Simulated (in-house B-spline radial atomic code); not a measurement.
# Binding energies in neutral rhenium

NIST's tabulated ground configuration is [Xe] 4f14 5d5 6s2; each binding energy is the energy of the ion with one electron taken from that subshell, relaxed, less that of the parent. All numbers are computed (Dirac-Kohn-Sham LDA VWN5, spherical fractional occupations; Fermi nucleus of rms radius 5.3698 fm) with a B-spline radial code for spherical atoms, not measured. Energies include first-order Breit, QED and recoil terms.

| subshell | X-ray name | binding energy (eV) | -ε (eV) | relaxation (eV) |
| --- | --- | --- | --- | --- |
| 1s | K | 71711.6 | 71472.6 | -562.9 |
| 2s | L1 | 12442.6 | 12385.5 | -101.5 |
| 2p1/2 | L2 | 11946.7 | 11858.0 | -131.5 |
| 2p3/2 | L3 | 10504.8 | 10420.0 | -112.1 |
| 3s | M1 | 2885.9 | 2866.8 | -28.0 |
| 3p1/2 | M2 | 2652.1 | 2630.1 | -30.3 |
| 3p3/2 | M3 | 2340.2 | 2317.9 | -27.2 |
| 3d3/2 | M4 | 1947.8 | 1917.7 | -33.2 |
| 3d5/2 | M5 | 1880 | 1849.9 | -32.1 |
| 4s | N1 | 607.7 | 597.5 | -12.1 |
| 4p1/2 | N2 | 509 | 498.7 | -12.0 |
| 4p3/2 | N3 | 436.2 | 425.6 | -11.5 |
| 4d3/2 | N4 | 273.5 | 262.7 | -11.2 |
| 4d5/2 | N5 | 260.1 | 249.2 | -11.0 |
| 5s | O1 | 91.58 | 85.27 | -6.61 |
| 5p1/2 | O2 | 61.26 | 55.24 | -6.23 |
| 4f5/2 | N6 | 54.17 | 43.89 | -10.11 |
| 4f7/2 | N7 | 51.65 | 41.37 | -10.01 |
| 5p3/2 | O3 | 49.96 | 44.14 | -5.89 |
| 5d | O4,5 | 10.22 | 5.59 | -4.61 |
| 6s | P1 | 9.48 | 6.15 | -3.35 |

Relaxation = -ε minus the binding energy without Breit, QED and recoil terms. With a density functional, K lines can miss by some tenths of a per cent, more in light atoms. For a density functional the relaxation so defined is negative, because -ε of a Kohn-Sham level is smaller than the binding energy.

Emission lines follow as differences of binding energies, with λ = 12398.42 eV·Å / E:

```
 line          holes  energy (eV)  wavelength (Å)
 K-L3     1s → 2p3/2      61206.8         0.20257
 K-L2     1s → 2p1/2      59764.9         0.20745
 K-M3     1s → 3p3/2      69371.4         0.17873
L3-M5  2p3/2 → 3d5/2       8624.8          1.4375
L2-M4  2p1/2 → 3d3/2       9998.9            1.24
L1-M3     2s → 3p3/2      10102.4          1.2273
L3-M1     2p3/2 → 3s       7618.9          1.6273
L2-N4  2p1/2 → 4d3/2      11673.2          1.0621
M5-N7  3d5/2 → 4f7/2       1828.3          6.7812
M4-N6  3d3/2 → 4f5/2       1893.6          6.5474
```

**Question.** What screening constant σ does Moseley's law, E = (3/4)·13.6057 eV·(Z - σ)², need for K-L3?

**Answer.** σ = -2.45.

Moseley's non-relativistic formula needs a falling, then negative, screening constant for heavy elements, because relativity binds the 1s electron more strongly than the formula allows.

**Question.** What does it cost to remove both a 3p3/2 and a 4f7/2 electron?

**Answer.** 2417.3 eV, which is 25.48 eV more than the two single binding energies together.

**Question.** What does it cost to remove both a 4p1/2 and a 4f5/2 electron?

**Answer.** 587.02 eV, which is 23.84 eV more than the two single binding energies together.

**Question.** What does it cost to remove both a 3d5/2 and a 4p3/2 electron?

**Answer.** 2344.4 eV, which is 28.28 eV more than the two single binding energies together.
